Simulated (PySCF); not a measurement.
Unrelated species, one level of theory. Computed, not measured: PySCF, TDDFT CAM-B3LYP/def2-SVPD, vertical, gas phase, core orbitals frozen in the response. Geometries: GFN2-xTB; one conformer of each isolated species. Triplets are in the Tamm–Dancoff approximation. 'Strongest' means the level of largest summed f among the lowest 8 singlets; it needn't be the same kind of state in each.

Task: Rank by computed lowest singlet excitation energy, lowest first.
A. `CN[Si@@H]1[SiH2]O[Si@@H]1N`
B. `N#CC/C=C\[SiH2]Cl`
C. `N[SiH2]O[Si@@H]1CN[SiH2]1`
D. `C[Si@@H]1N[Si@@H](O)N[SiH2]1`
E. `N[SiH2][SiH2][SiH2]C(N)=O`
F. `Cc1nn[nH]c1C(F)(F)F`
G. `FC(F)(F)Cn1nccn1`
H. `N[Si@@H](C=O)N([SiH3])[SiH3]`

Result: H (3.23 eV), A (4.64 eV), E (4.92 eV), C (5.36 eV), F (5.54 eV), D (6.03 eV), G (6.41 eV), B (6.68 eV).

```csv
SMILES,S1 (eV),strongest (eV),f (S1),LUMO (eV),HOMO (eV),first f ≥ 0.01 (nm),S1 mainly
N[Si@@H](C=O)N([SiH3])[SiH3],3.23,7.13,0.000,-0.69,-8.53,238,H→L (75%)
CN[Si@@H]1[SiH2]O[Si@@H]1N,4.64,6.59,0.020,0.17,-7.77,267,H→L (95%)
N[SiH2][SiH2][SiH2]C(N)=O,4.92,6.72,0.003,0.19,-8.39,184,H-1→L+1 (56%)
N[SiH2]O[Si@@H]1CN[SiH2]1,5.36,6.63,0.001,0.72,-7.90,202,H→L (76%)
Cc1nn[nH]c1C(F)(F)F,5.54,6.44,0.005,0.10,-9.37,193,H-1→L (93%)
C[Si@@H]1N[Si@@H](O)N[SiH2]1,6.03,7.13,0.001,0.63,-8.56,193,H→L (83%)
FC(F)(F)Cn1nccn1,6.41,6.66,0.000,0.46,-9.51,186,H-2→L (95%)
N#CC/C=C\[SiH2]Cl,6.68,6.89,0.028,-0.10,-9.80,186,H-1→L (75%)
```

H and L stand for HOMO and LUMO.

Mean S1 by what the SMILES shows (count): an aromatic ring 5.97 eV (2); single bonds only 5.34 eV (3); a double or triple bond but no aromatic ring 4.95 eV (3).
